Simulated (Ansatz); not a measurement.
A run for Ansatz (a first-principles code): R-wB97X-V/def2-TZVPP on BrHOSe (SMILES O[Se]Br), a point of a torsion scan.

Ansatz 0.2 input:
```yaml
crystal:
  periodic: [false, false, false]
  atoms:
    - {symbol: O, position_ang: [-1.16058789, 0.15335450, 0.23410712]}
    - {symbol: Se, position_ang: [0.39353408, 1.01581903, -0.09324727]}
    - {symbol: Br, position_ang: [0.60055771, 0.60032442, -2.33380790]}
    - {symbol: H, position_ang: [-1.27807867, -0.59988075, -0.35282952]}
basis:
  gaussian:
    orbitals: def2-TZVPP
hamiltonian:
  xc: {name: wB97X-V}
scf: {lower_state_search: off}
```

Program output:

```
WARN ansatz: RAYON_NUM_THREADS=1 ignored (pool sized by the plan → 1); use --threads N
Functional definition: wB97X-V
these checks for a lower state are left out or cut short: stability, starts, cluster_reference, orbital_swaps, neighbouring_geometries, increment
integrals: 0.09 GiB planned
1032 factors; their error is unknown
integrals: 0.12 GiB planned
158 factors; integrals over basis functions are off by at most 6.7e-5 eV
mean field: 0.81 GiB planned
mean field evaluation 1: about -137442.8661 eV, gradient 4.4e1 eV
mean field evaluation 2: about -137440.7331 eV, gradient 5.8e1 eV
mean field evaluation 4: about -137446.0840 eV, gradient 1.3e0 eV
mean field evaluation 8: about -137446.0899 eV, gradient 3.9e-2 eV
mean field evaluation 16: about -137446.6423 eV, gradient 3.7e-4 eV
mean field -137446.64230906 eV, -5051.0709401778 hartree, gradient 3.6e-6 eV, S^2 0.000000; 0 other end points of the search recorded, 0 dependent functions left out
reference -137446.64230767 eV, -5051.0709401266 hartree; 39, 39 occupied and 102, 102 virtual orbitals, 1032 factors
Total energy: -137446.64230767 eV, -5051.0709401266 hartree
Checks for a lower state left out: stability, starts, cluster_reference, orbital_swaps, neighbouring_geometries, increment
```

The calculation finished and met its thresholds.

Cost: roughly 8 core-seconds.
